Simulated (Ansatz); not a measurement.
Cost and result up the ladder for Al12 (relaxed from a model of Al12 flat piece, whose bonding it doesn't keep) (12 atoms). The state is a singlet with charge 0. Geometry: PBE-D4/def2-SVP.

| atom | x (Å) | y (Å) | z (Å) |
| --- | --- | --- | --- |
| Al1 | 0.276 | -0.705 | -3.160 |
| Al2 | 0.906 | -1.550 | -0.598 |
| Al3 | -1.513 | -0.206 | -1.435 |
| Al4 | -3.358 | 0.738 | 0.123 |
| Al5 | 2.685 | -0.658 | -2.537 |
| Al6 | 0.877 | 1.150 | -1.143 |
| Al7 | -1.069 | -1.211 | 0.990 |
| Al8 | -2.700 | 0.387 | 2.573 |
| Al9 | 3.417 | 0.287 | -0.270 |
| Al10 | 1.502 | 0.025 | 1.463 |
| Al11 | -0.718 | 1.512 | 0.766 |
| Al12 | -0.304 | 0.232 | 3.229 |

Ansatz on 4 threads of Intel Xeon on a shared host. Times are rough, and most runs start from the orbitals of an earlier one. No level here is sound enough to serve as a yardstick. Binding counts from free atoms at the same level (Al doublet; other spins of the atoms weren't run), without zero-point energy or a counterpoise term.

B3LYP takes the VWN-RPA correlation. Correlated methods freeze 60 core orbitals. The rows differ in basis, and correlated rows in double-zeta sets carry the largest basis error.

Run but left out: HF/STO-3G, HF/6-31G (restricted singlet, unstable in another Hartree–Fock run and untested here).

Correlated methods converge slowly with the basis, most of all in double-zeta sets.

```json
{"level": "PBE-D4/def2-SVP", "functions": "216", "wall time": "10 s"}
{"level": "B3LYP-D4/6-31G", "functions": "156", "wall time": "14 s"}
{"level": "RPA@PBE/def2-SVP", "functions": "216", "wall time": "17 s"}
{"level": "PBE0-D4/def2-SVP", "functions": "216", "wall time": "17 s"}
{"level": "LDA (SPW92)/def2-TZVP", "functions": "444", "wall time": "23 s"}
{"level": "PBE-D4/def2-TZVP", "functions": "444", "wall time": "25 s"}
{"level": "r2SCAN-D4/def2-TZVP", "functions": "444", "wall time": "66 s"}
{"level": "PBE0-D4/def2-TZVP (with forces)", "functions": "444", "wall time": "94 s"}
{"level": "r2SCAN0-D4/def2-TZVP", "functions": "444", "wall time": "1.9 min"}
{"level": "CCSD(T)/def2-SVP", "functions": "216", "wall time": "3 min"}
```

**Question.** Estimate what each level gives for the binding energy per atom (eV).

**Answer.** 
| level | binding energy per atom (eV) | remarks |
| --- | --- | --- |
| PBE-D4/def2-SVP | 2.55 | restricted SCF unstable in HF |
| B3LYP-D4/6-31G | 1.82 | restricted SCF unstable in HF |
| RPA@PBE/def2-SVP | 1.94 | restricted SCF unstable in HF |
| PBE0-D4/def2-SVP | 2.46 | restricted SCF unstable in HF |
| LDA (SPW92)/def2-TZVP | 2.86 | restricted SCF unstable in HF |
| PBE-D4/def2-TZVP | 2.54 | restricted SCF unstable in HF |
| r2SCAN-D4/def2-TZVP | 2.54 | restricted SCF unstable in HF |
| PBE0-D4/def2-TZVP (with forces) | 2.46 | restricted SCF unstable in HF |
| r2SCAN0-D4/def2-TZVP | 2.43 | restricted SCF unstable in HF |
| CCSD(T)/def2-SVP | 2.13 | large T1 (0.060), restricted SCF unstable |
